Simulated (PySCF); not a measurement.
This PySCF input asks for the NMR shieldings of SMILES [Si@H]([SiH2]N=C)(N)OC, C2H10N2OSi2; the geometry comes from GFN2-xTB.

```python
import basis_set_exchange as bse
import numpy as np
from pyscf import gto, dft
from pyscf.prop import nmr

atoms = """
C    -3.491905   -0.202944   -0.639515
N    -2.516409    0.423938   -0.177658
Si   -1.436807    0.205406    1.141273
Si    0.530234   -0.220399    0.044559
N     1.173569    0.974401   -1.039909
O     1.533695   -0.323654    1.321726
C     2.915549   -0.514112    1.280866
H    -3.966434    0.137228   -1.557800
H    -3.928913   -1.096273   -0.184390
H    -1.841929   -0.792338    2.150400
H    -1.559511    1.521561    1.784870
H     0.603841   -1.423607   -0.806134
H     0.649074    1.173649   -1.876466
H     1.482956    1.847246   -0.637420
H     3.144112   -1.581529    1.239698
H     3.348717   -0.088766    2.187197
H     3.353162   -0.027775    0.408253
"""
names = dict.fromkeys(["C", "N", "Si", "O", "H"], "pcSseg-1")
basis = {el: gto.basis.parse(bse.get_basis(n, elements=[el], fmt="nwchem")) for el, n in names.items()}
mol = gto.M(atom=atoms, basis=basis, charge=0, verbose=0)
mf = dft.RKS(mol, xc="PBE0")
mf.grids.level = 2
mf.grids.alignment = dft.numint.BLKSIZE   # the property module wants whole blocks of grid points
mf.conv_tol = 1e-9
mf.kernel()

calc = nmr.RKS(mf)   # GIAO
C = mf.mo_coeff
Co = C[:, mf.mo_occ > 0]
resp = mf.gen_response(singlet=True, hermi=2)
def vind(x):   # induced exchange potential for any number of trial vectors
    d = np.einsum("pi,xij,qj->xpq", C, 2 * x.reshape(-1, C.shape[1], Co.shape[1]), Co, optimize=True)
    return np.einsum("xpq,pi,qj->xij", resp(d - d.transpose(0, 2, 1)), C, Co, optimize=True).ravel()
mo1, _ = nmr.rhf.solve_mo1(calc, with_cphf=vind)
sigma = calc.kernel(mo1)
for i, s in enumerate(sigma):   # ppm
    print("%2d %-2s %9.2f" % (i, mol.atom_pure_symbol(i), np.trace(s) / 3))
```

Problem. What are the results?

Solution. 
```
 0 C      16.81
 1 N    -154.91
 2 Si    408.70
 3 Si    360.35
 4 N     245.88
 5 O     322.35
 6 C     135.20
 7 H      23.20
 8 H      23.11
 9 H      26.82
10 H      26.51
11 H      26.33
12 H      31.47
13 H      31.53
14 H      28.01
15 H      27.93
16 H      27.47
```

These numbers come from an equivalent density-fitted implementation of the same equations, which agrees with the script to about 0.01 ppm for H and up to a few tenths of a ppm for heavy atoms, so last digits may differ.

Size and cost of the density-fitted run: 183 basis functions, 50 s wall time on 1 thread of an Arm Neoverse N1, shared host; peak memory 0.88 GiB.
